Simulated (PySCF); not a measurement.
A structure optimised at PBE0-D3(BJ)/def2-SVP, used in a PySCF frequency run:

```xyz
10

O      0.0000     0.0000     2.0264
C      0.0000     0.0000     0.8219
C      0.0000     1.2023    -0.0851
C      0.0000     0.7478    -1.3464
C      0.0000    -0.7478    -1.3464
C      0.0000    -1.2023    -0.0851
H      0.0000     2.2299     0.2746
H      0.0000     1.3492    -2.2570
H      0.0000    -1.3492    -2.2570
H      0.0000    -2.2299     0.2746
```

Q: Write its SMILES, formula and point group.

A: O=C1C=CC=C1, C5H4O, C2v

Q: What are its rotational constants (standard atomic weights)?

A: 8.1703, 3.9557, 2.6653 GHz
